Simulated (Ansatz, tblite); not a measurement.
Forces on Y2F6 at its PBE0-D4/def2-SVP geometry. Total charge 0; singlet.

In the def2 sets Y takes a core potential; there is no spin–orbit coupling. The xTB rows come from tblite. No other spin state of charge 0 was run. The structure comes from a short search, and lower isomers may exist.

GFN1-xTB (tblite), largest force 0.72 eV/Å:

```xyz
8
positions Å, forces eV/Å
Y    -1.072   -1.207    0.691    0.439    0.494   -0.281
Y     1.072    1.206   -0.692   -0.439   -0.493    0.284
F     1.010   -0.805    0.163    0.272   -0.217    0.044
F    -1.011    0.802   -0.168   -0.273    0.217   -0.045
F    -1.969   -2.567   -0.444    0.240    0.371    0.339
F     1.441    1.267   -2.642   -0.087    0.004    0.550
F    -1.434   -1.261    2.643    0.085   -0.006   -0.550
F     1.963    2.564    0.450   -0.237   -0.370   -0.342
```

GFN2-xTB (tblite), largest force 0.93 eV/Å:

```
Y -0.503 -0.566 0.327
Y 0.504 0.568 -0.323
F 0.219 -0.174 0.036
F -0.219 0.174 -0.036
F 0.373 0.593 0.603
F -0.113 0.047 0.916
F 0.109 -0.050 -0.917
F -0.370 -0.592 -0.607
```

PBE-D4/def2-TZVP (Ansatz), largest force 0.38 eV/Å:

```
Y -0.005 -0.006 0.003
Y 0.005 0.006 -0.004
F 0.299 -0.237 0.049
F -0.299 0.237 -0.049
F -0.131 -0.191 -0.130
F 0.065 0.029 -0.256
F -0.065 -0.028 0.256
F 0.131 0.191 0.130
```
